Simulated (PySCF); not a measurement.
Predicted microwave data (PySCF 2.14.0, PBE0-D3(BJ)/def2-SVP geometry optimisation, gas phase, def2 core potentials past Kr) for one isomer of C3H5BOTe:

* Rotational constants: A = 3996, B = 1397, C = 1076 MHz
* Dipole components: |μa| = 0.30 D, |μb| = 0.97 D, |μc| = 0.88 D
* Inertial defect: -18.45 u·Å²
* κ: -0.78

Task: Which candidate fits, each taken in the one conformer that was computed?
A. `[BH:1]1[CH:2]=[CH:3][Te:4][CH2:5][O:6]1` with O6–B1–C2–C3 26°, C2–C3–Te4–C5 -19°, C3–Te4–C5–O6 50°, Te4–C5–O6–B1 -54°
B. `[BH2:1][O:2][C@@H:3]1[CH:4]=[CH:5][Te:6]1` with H–B1–O2–C3 180° and 0°, B1–O2–C3–C4 -143°

Result: B. It is BO[C@@H]1C=C[Te]1, an asymmetric top, point group C1. The candidates at the same level (rigid rotor, commonest isotopes):

| SMILES | A (MHz) | B (MHz) | C (MHz) | μa (D) | μb (D) | μc (D) | Δ (u·Å²) | point group | rotor |
| --- | --- | --- | --- | --- | --- | --- | --- | --- | --- |
| B1C=C[Te]CO1 | 4079 | 1651 | 1227 | 1.13 | 0.24 | 1.08 | -18.14 | C1 | asymmetric top |
| BO[C@@H]1C=C[Te]1 | 3996 | 1397 | 1076 | 0.30 | 0.97 | 0.88 | -18.45 | C1 | asymmetric top |

`B1C=C[Te]CO1` has B 18 % too high. No structure here is proved a minimum.
